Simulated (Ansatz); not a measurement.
CHAlFNO (`O=C=[N][AlH][F]`). Charge 0, multiplicity 1. Geometry: relaxed with PBE0-D4/def2-TZVP. It is one conformer, not always the lowest.

```xyz
6

O     2.581    1.236   -0.529
C     1.542    0.755   -0.321
N     0.471    0.266   -0.109
Al   -1.082   -0.486    0.212
F    -1.083   -2.057    0.687
H    -2.430    0.285    0.060
```

What is the dipole moment at B3LYP/def2-TZVPP? (Estimate.)

The calculation gave: 1.67 D, with components (-1.60, 0.48, -0.05) D in this frame, pointing from negative to positive charge.

And with PBE, r2SCAN, ωB97M-V? (An estimate is asked.)

Ansatz gave: PBE 1.54 D, r2SCAN 1.56 D, ωB97M-V 1.65 D.

Give the Mulliken charges with B3LYP, PBE, r2SCAN in def2-TZVPP. (An estimate is asked.)

Computed: 
```tsv
atom	B3LYP	PBE	r2SCAN
O1	-0.20	-0.16	-0.23
C2	0.29	0.20	0.34
N3	-0.29	-0.21	-0.35
Al4	0.66	0.56	0.71
F5	-0.35	-0.30	-0.35
H6	-0.11	-0.09	-0.13
```

B3LYP here is the variant with VWN-RPA as its local correlation; programs differ in this.
